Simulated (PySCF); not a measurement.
# A small calculation by hand: dipole moment from atomic charges

B(F)(H)(SeH) (BFH₂Se), SMILES FB[SeH]. Atoms are numbered in the order given.

```xyz
5

B     -0.5714     1.1103     0.0000
F      0.3205     2.0896     0.0000
H     -1.7315     1.3683     0.0000
Se     0.0872    -0.7183     0.0000
H     -1.2611    -1.3041     0.0000
```
Charge 0, spin multiplicity 1.

Geometry: B3LYP-D3(BJ)/def2-TZVP. One conformer was computed; it need not be the lowest.

Charges (e) from PySCF with PBE/def2-TZVPD:

| atom | ESP fit | IAO |
|---|---|---|
| B1 | 0.138 | 0.175 |
| F2 | -0.103 | -0.274 |
| H3 | -0.034 | 0.003 |
| Se4 | -0.115 | 0.021 |
| H5 | 0.114 | 0.076 |

The dipole moment of the full density is 1.20 D.

Task: What dipole moment does each set of point charges give, and which comes closer to that of the density?

Result: 
μ = Σ q r, and 1 e Å = 4.8032 D.
ESP fit: Σ q r = (-0.207, -0.175, 0.000) e Å, |μ| = 1.30 D.
IAO: Σ q r = (-0.287, -0.488, 0.000) e Å, |μ| = 2.72 D.
ESP fit comes closer in size. Point charges leave out the atoms' own dipoles (lone pairs, polarised bonds); fits to the potential absorb them, partitions of the density don't.
